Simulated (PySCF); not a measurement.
From one molecule to another.

First species: C8H7OP.
Atom-mapped SMILES: `[CH3:1][c:2]1[cH:3][cH:4][cH:5][c:6]([P:7]=[C:8]=[O:9])[cH:10]1` (hydrogens: H11, H12, H13 on C1; H14 on C3; H15 on C4; H16 on C5; H17 on C10)

Second species: C11H12.
SMILES: `C#C[C@@H]1C[C@H]1C1=CCC=CC1`

Levels: PBE0/pcSseg-1 for dipole moment, HOMO energy, LUMO energy and HOMO–LUMO gap; GFN2-xTB for rotational constant A and rotational constant C. Geometries: GFN2-xTB. All species are isolated and taken at one optimised geometry, non-relativistic unless stated. Electronic properties by PySCF.

The conformers computed, where there is a choice (atom-mapped SMILES and torsion angles):
- `[CH3:1][c:2]1[cH:3][cH:4][cH:5][c:6]([P:7]=[C:8]=[O:9])[cH:10]1`: C5–C6–P7–C8 28°
- `[CH:1]#[C:2][C@@H:3]1[CH2:4][C@H:5]1[C:6]1=[CH:7][CH2:8][CH:9]=[CH:10][CH2:11]1`: C4–C5–C6–C7 -17°

Q: Which has the higher HOMO–LUMO gap?

A: The second: 6.85 eV against 4.38 eV, a difference of 2.47 eV.

Q: Which has the higher HOMO energy?

A: The first: -6.36 eV against -6.62 eV, a difference of 0.26 eV.

Q: Which of the two has the higher rotational constant C, and by how much?

A: The first: 0.554 GHz against 0.518 GHz, a difference of 0.036 GHz.

Q: Which of the two has the higher dipole moment, and by how much?

A: The first: 2.39 D against 0.88 D, a difference of 1.51 D.

Q: Which of the two has the higher LUMO energy, and by how much?

A: The second: 0.23 eV against -1.98 eV, a difference of 2.21 eV.

Q: Which has the higher rotational constant A?

A: The second: 2.747 GHz against 2.722 GHz, a difference of 0.025 GHz.

On the first: The dipole equals about 8.0 × 10⁻³⁰ C·m (1 D = 3.33564 × 10⁻³⁰ C·m). A dipole of 2.39 D is allowed in C1, and pure rotational transitions are dipole-allowed. GFN2-xTB frequencies show an imaginary mode (24i cm⁻¹), so this geometry is no minimum at that level.

On the second: A dipole of 0.88 D is allowed in C1, and pure rotational transitions are dipole-allowed. The dipole matches unit charges of opposite sign 0.18 Å apart (1 e·Å = 4.8032 D).
